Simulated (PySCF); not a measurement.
HgI, doublet, geometry from GFN2-xTB (such geometries of metal compounds can be far from the true shape) (the spin is typed, not shown lowest) (core potentials on Hg, I), atoms displaced at random by about 0.03 Å a coordinate; PySCF with R2SCAN/def2-SVP, gradient by finite differences.

Here is a job for PySCF.
```python
from pyscf import gto, scf, dft

mol = gto.M(
    atom='''
Hg   -0.002493    0.026125   -1.147402
I    -0.068757    0.046117    1.758820
''',
    basis='def2-svp',
    ecp={'Hg': 'def2-svp', 'I': 'def2-svp'},
    charge=0,
    spin=1,
    verbose=4,
)

mf = dft.UKS(mol)
mf.xc = 'r2scan'
mf.conv_tol = 1e-11
mf.kernel()
scan, done = mf.as_scanner(), []
scan.scf_summary = {}
def energy(d):
    c = mol.atom_coords()
    c[1, 1] += d
    e = scan(mol.set_geom_(c, unit='Bohr', inplace=False))
    done.append(scan.converged)
    return e
h = 0.05
fd = (energy(h) - energy(-h)) / (2 * h)
print('dE/dx =', fd)
```

**Question.** Predict the main parts of the log of this PySCF run.

**Answer.** 
```
PySCF version 2.14.0

[INPUT] verbose = 4
[INPUT] num. atoms = 2
[INPUT] num. electrons = 45
[INPUT] charge = 0
[INPUT] spin (= nelec alpha-beta = 2S) = 1
[INPUT] symmetry False subgroup None
[INPUT] Mole.unit = angstrom
[INPUT] Symbol           X                Y                Z      unit          X                Y                Z       unit  Magmom
[...]
nuclear repulsion = 91.0163094019896
number of shells = 22
number of NR pGTOs = 118
number of NR cGTOs = 58
basis = def2-svp
ecp = {'Hg': 'def2-svp', 'I': 'def2-svp'}

******** <class 'pyscf.dft.uks.UKS'> ********
method = UKS
initial guess = minao
damping factor = 0
level_shift factor = 0
DIIS = <class 'pyscf.scf.diis.CDIIS'>
diis_start_cycle = 1
diis_space = 8
diis_damp = 0
SCF conv_tol = 1e-11
SCF conv_tol_grad = None
SCF max_cycles = 50
direct_scf = True
direct_scf_tol = 1e-13
number electrons alpha = 23  beta = 22
XC library pyscf.dft.libxc version 7.1.2
    S. Lehtola, C. Steigemann, M. J. T. Oliveira, and M. A. L. Marques,  SoftwareX 7, 1–5 (2018)
XC functionals = r2scan
    J. W. Furness, A. D. Kaplan, J. Ning, J. P. Perdew, and J. Sun,  J. Phys. Chem. Lett. 11, 8208–8215 (2020)
    J. W. Furness, A. D. Kaplan, J. Ning, J. P. Perdew, and J. Sun,  J. Phys. Chem. Lett. 11, 9248–9248 (2020)
    J. W. Furness, A. D. Kaplan, J. Ning, J. P. Perdew, and J. Sun,  J. Phys. Chem. Lett. 11, 8208–8215 (2020)
    J. W. Furness, A. D. Kaplan, J. Ning, J. P. Perdew, and J. Sun,  J. Phys. Chem. Lett. 11, 9248–9248 (2020)
radial grids:
    Treutler-Ahlrichs [JCP 102, 346 (1995); DOI:10.1063/1.469408] (M4) radial grids

becke partition: Becke, JCP 88, 2547 (1988); DOI:10.1063/1.454033
pruning grids: <function nwchem_prune>
grids dens level: 3
symmetrized grids: False
atomic radii adjust function: <function treutler_atomic_radii_adjust>
small_rho_cutoff = 0
Set gradient conv threshold to 3.16228e-06
tot grids = 45704
init E= -408.257404289781

cycle= 1 E= -449.322175222325  delta_E= -41.1  |g|= 2.36  |ddm|=   13
cycle= 2 E= -445.645660901602  delta_E= 3.68  |g|= 2.61  |ddm|= 6.57
cycle= 3 E= -450.558260855792  delta_E= -4.91  |g|= 1.06  |ddm|= 4.56
cycle= 4 E= -451.337563513916  delta_E= -0.779  |g|= 0.315  |ddm|= 2.37
cycle= 5 E= -451.378274992892  delta_E= -0.0407  |g|= 0.134  |ddm|= 0.682
cycle= 6 E= -451.385957267816  delta_E= -0.00768  |g|= 0.0422  |ddm|= 0.158
cycle= 7 E= -451.387485980924  delta_E= -0.00153  |g|= 0.0166  |ddm|= 0.15
[...]
converged SCF energy = -451.387718838373  <S^2> = 0.75617373  2S+1 = 2.0061642
converged SCF energy = -451.387715999908  <S^2> = 0.75617419  2S+1 = 2.0061647
[...]
   1 Hg    -0.002493000000   0.026125000000  -1.147402000000 AA   -0.004711087229   0.049369095004  -2.168275534778 Bohr
   2 I     -0.068757000000   0.019658139454   1.758820000000 AA   -0.129931899147   0.037148499687   3.323688102408 Bohr

******** <class 'pyscf.scf.hf.UKS_Scanner'> ********
method = UKS_Scanner
initial guess = minao
damping factor = 0
level_shift factor = 0
DIIS = <class 'pyscf.scf.diis.CDIIS'>
diis_start_cycle = 1
diis_space = 8
diis_damp = 0
SCF conv_tol = 1e-11
SCF conv_tol_grad = None
SCF max_cycles = 50
direct_scf = True
direct_scf_tol = 1e-13
number electrons alpha = 23  beta = 22
XC library pyscf.dft.libxc version 7.1.2
    S. Lehtola, C. Steigemann, M. J. T. Oliveira, and M. A. L. Marques,  SoftwareX 7, 1–5 (2018)
XC functionals = r2scan
    J. W. Furness, A. D. Kaplan, J. Ning, J. P. Perdew, and J. Sun,  J. Phys. Chem. Lett. 11, 8208–8215 (2020)
    J. W. Furness, A. D. Kaplan, J. Ning, J. P. Perdew, and J. Sun,  J. Phys. Chem. Lett. 11, 9248–9248 (2020)
    J. W. Furness, A. D. Kaplan, J. Ning, J. P. Perdew, and J. Sun,  J. Phys. Chem. Lett. 11, 8208–8215 (2020)
    J. W. Furness, A. D. Kaplan, J. Ning, J. P. Perdew, and J. Sun,  J. Phys. Chem. Lett. 11, 9248–9248 (2020)
radial grids:
    Treutler-Ahlrichs [JCP 102, 346 (1995); DOI:10.1063/1.469408] (M4) radial grids

becke partition: Becke, JCP 88, 2547 (1988); DOI:10.1063/1.454033
pruning grids: <function nwchem_prune>
grids dens level: 3
symmetrized grids: False
atomic radii adjust function: <function treutler_atomic_radii_adjust>
small_rho_cutoff = 0
Set gradient conv threshold to 3.16228e-06
tot grids = 45704
init E= -451.387731246255
cycle= 1 E= -451.387718308168  delta_E= 1.29e-05  |g|= 0.000912  |ddm|= 0.0205
cycle= 2 E= -451.387719210916  delta_E= -9.03e-07  |g|= 0.000432  |ddm|= 0.00284
cycle= 3 E= -451.387719359343  delta_E= -1.48e-07  |g|= 0.000272  |ddm|= 0.0013
cycle= 4 E= -451.387719406952  delta_E= -4.76e-08  |g|= 0.000113  |ddm|= 0.000807
cycle= 5 E= -451.387719415508  delta_E= -8.56e-09  |g|= 4.18e-05  |ddm|= 0.000346
cycle= 6 E= -451.387719416858  delta_E= -1.35e-09  |g|= 1.59e-05  |ddm|= 0.000129
cycle= 7 E= -451.387719417049  delta_E= -1.91e-10  |g|= 1.86e-06  |ddm|= 5.25e-05
cycle= 8 E= -451.387719417054  delta_E= -5e-12  |g|= 4.99e-07  |ddm|= 7.99e-06
Extra cycle  E= -451.387719417055  delta_E= -7.96e-13  |g|= 3.55e-07  |ddm|= 1.97e-06
converged SCF energy = -451.387719417055  <S^2> = 0.75617365  2S+1 = 2.0061641
dE/dx = 3.417147070194915e-05
```
